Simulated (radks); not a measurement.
Fractional charge and spin in the 4s shell of rubidium: the spin-up occupation runs from 0 to 1 and the spin-down occupation from 0 to 1; the fullest corner is Rb2+, [Ar] 3d10 4p(up 2.5, down 2.5) 4s(up 1, down 1). Calculated with a radial shooting solver on a logarithmic mesh with Libxc functionals: scalar-relativistic Kohn-Sham, LDA (Slater exchange, Perdew-Wang correlation), spin-polarised, spherical densities, finite nucleus; Fermi nuclear charge, rms radius of each element as measured or else 0.836 A^(1/3) + 0.57 fm. Energy (eV) minus the two flat planes that join the four corners (they meet along the diagonal where the two added fractions sum to one electron); zero is where a piecewise linear energy would lie.

| down \ up | 0 | 0.25 | 0.5 | 0.75 | 1 |
|---|---|---|---|---|---|
| 0 | 0.000 | -1.383 | -1.838 | -1.374 | 0.000 |
| 0.25 | -1.383 | -1.765 | -1.232 | 0.207 | -1.307 |
| 0.5 | -1.838 | -1.232 | 0.276 | -1.172 | -1.735 |
| 0.75 | -1.374 | 0.207 | -1.172 | -1.670 | -1.296 |
| 1 | 0.000 | -1.307 | -1.735 | -1.296 | 0.000 |

Corners above the fullest one (they belong to Rb3+ and the next ion): (up 1, down 0) 57.410 eV, (up 0, down 1) 57.410 eV, (up 0, down 0) 130.22 eV. With half an added electron in each spin the energy lies 0.276 eV from the planes, and with half an added electron in spin up alone -1.838 eV. The planes are only a guide here: the flat-plane condition holds for ground states with one frontier orbital, while this shell lies below other occupied shells, so the corners above the fullest one are inner-hole states and not the ground states of those ions.
